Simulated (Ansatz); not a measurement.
C₄H₁₁Al, SMILES `CC(C)[CH2][AlH2]`, relaxed with RKS PBE0-D4/def2-TZVP in the Gaussian-basis code of Ansatz from a PBE-D4/def2-SVP geometry. The force threshold is 0.005 eV/Å; the program also tests the step.

Charge 0, multiplicity 1.

Start:

```xyz
16

C    -0.371   -0.951    1.011
C    -0.179   -0.380   -0.402
C     0.622   -1.347   -1.282
C     0.465    1.023   -0.329
Al   -0.576    2.217    0.856
H    -0.860   -1.947    1.001
H     0.603   -1.059    1.535
H    -1.017   -0.293    1.641
H    -1.191   -0.268   -0.855
H     0.132   -2.341   -1.353
H     1.642   -1.504   -0.868
H     0.738   -0.952   -2.312
H     0.542    1.465   -1.350
H     1.513    0.940    0.041
H     0.113    3.123    1.989
H    -2.176    2.273    0.679
```

```csv
step,energy (eV),largest force (eV/Å),largest move (Å)
1,-10917.5559,0.514,0.000
2,-10917.6059,0.157,0.027
3,-10917.6103,0.022,0.012
4,-10917.6105,0.016,0.011
5,-10917.6108,0.032,0.031
6 (rejected),-10917.6106,0.150,0.196
7,-10917.6118,0.042,0.095
8,-10917.6126,0.066,0.097
9,-10917.6130,0.116,0.091
10,-10917.6135,0.093,0.034
11,-10917.6147,0.021,0.062
12,-10917.6152,0.021,0.081
13,-10917.6154,0.052,0.107
14,-10917.6156,0.027,0.011
15,-10917.6158,0.018,0.031
16 (rejected),-10917.6156,0.036,0.026
17,-10917.6158,0.004,0.013
18,-10917.6158,0.004,0.017
19,-10917.6158,0.003,0.007
20,-10917.6159,0.001,0.006
```

End:

```xyz
16

C    -0.401   -1.050    0.982
C    -0.192   -0.393   -0.375
C     0.617   -1.301   -1.291
C     0.463    0.981   -0.213
Al   -0.563    2.295    0.816
H    -0.867   -2.034    0.887
H     0.556   -1.183    1.498
H    -1.050   -0.446    1.627
H    -1.182   -0.252   -0.831
H     0.132   -2.273   -1.425
H     1.613   -1.478   -0.873
H     0.748   -0.851   -2.279
H     0.658    1.424   -1.202
H     1.458    0.867    0.239
H     0.152    3.559    1.466
H    -2.140    2.135    0.973
```

Hardware: 4 threads of a server CPU on a shared host. Wall time 2.6 min, peak host memory 0.75 GiB.
